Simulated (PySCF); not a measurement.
# NMR data sheet: C$_{2}$H$_{8}$O$_{3}$Si$_{3}$

* Formula: C2H8O3Si3
* SMILES: [SiH3]OC1=CO[SiH2][SiH2]O1
* InChI: InChI=1S/C2H8O3Si3/c6-4-2-1-3-7-8-5-2/h1H,7-8H2,6H3
* Point group of the computed structure: C1
* Degrees of unsaturation: 2
* Carbon signals: 2
* Proton signals: 4

Bonds (- single, = double, # triple, : aromatic): Si1-O2, O2-C3, C3=C4, C4-O5, O5-Si6, Si6-Si7, Si7-O8, O8-C3. Si1 carries H9, H10, H11; C4 carries H12; Si6 carries H13, H14; Si7 carries H15, H16.

[PySCF: GFN2-xTB geometry; GIAO PBE0/pcSseg-1 shieldings; isolated molecule; one conformer; equivalent nuclei averaged; relativity neglected]

Referencing at the same level of theory: ¹H (σ = 31.72 ppm), ¹³C (σ = 186.93 ppm), ²⁹Si (σ = 349.16 ppm) vs TMS; ¹⁷O (σ = 336.08 ppm) vs H2O.

```tsv
carbon	δC, type	δH (multiplicity)	HMBC from (2–3 bonds)	span of the C tensor (ppm)
C3	149.7, C	–	H12, H15/H16, H9/H10/H11	136
C4	112.0, CH	5.95 (s)	H13/H14	101
```

Other nuclei:
```tsv
atoms	nucleus	environment	δ (ppm)	σ (ppm)
H15/H16	¹H	hydrogen on a silicon bonded to O, Si, in a 6-membered ring	5.61	26.10
H13/H14	¹H	hydrogen on a silicon bonded to O, Si, in a 6-membered ring	5.41	26.30
H9/H10/H11	¹H	hydrogen on a silicon bonded to O	4.82	26.90
Si7	²⁹Si	silicon bonded to O, Si, 2 H, in a 6-membered ring	-30.8	380.0
Si1	²⁹Si	silicon bonded to O, 3 H	-42.2	391.4
Si6	²⁹Si	silicon bonded to O, Si, 2 H, in a 6-membered ring	-45.3	394.5
O2	¹⁷O	oxygen bonded to C, Si	85.9	250.1
O8	¹⁷O	oxygen bonded to C, Si, in a 6-membered ring	84.0	252.1
O5	¹⁷O	oxygen bonded to C, Si, in a 6-membered ring	30.2	305.8
```

- Carbon types of the structure: 1 × C, 1 × CH, leaving 7 H on heteroatoms.
- δC 149.7, 112.0: alkene carbon bearing oxygen.
- δH 5.95: hydrogen on an alkene carbon bearing oxygen; a vinylic proton, deshielded by the sp2 carbon and the C=C anisotropy.
- δH 5.61, 5.41: hydrogen on a silicon bonded to O, Si, in a 6-membered ring.
- δH 4.82: hydrogen on a silicon bonded to O.

Shifts are as computed. Against solution values, carbons near 30 ppm lie about +3 ppm off and those near 130 ppm about +5 ppm. Of 1211 compounds with measured shifts, 218 miss one by over three times the rms of a fit or turn the order of signals round; such compounds aren't used in these exercises. Experimental scales use liquid or dissolved standards, which lie at an offset from isolated H2O (liquid H2O: subtract about 36 ppm). Multiplicities follow the n + 1 count of equivalent neighbours, as no J values were calculated; m marks all less simple cases, F and P coupling included.
